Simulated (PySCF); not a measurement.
A structure optimised at PBE0-D3(BJ)/def2-SVP, used in a PySCF frequency run:

```xyz
8

Ga     0.3882     0.0451     0.0000
C     -0.5671    -1.7072     0.0000
H     -0.2891    -2.2892    -0.8911
H     -1.6554    -1.5368     0.0000
H     -0.2891    -2.2892     0.8911
N     -0.6388     1.5575     0.0000
H     -1.6543     1.5565     0.0000
H     -0.2718     2.5016     0.0000
```
Charge 0, spin multiplicity 2.

**Question.** Write its SMILES, formula and point group.

**Answer.** [CH3][Ga][NH2], CH5GaN, Cs

**Question.** What are its rotational constants (standard atomic weights)?

**Answer.** 18.759, 5.4711, 4.3525 GHz
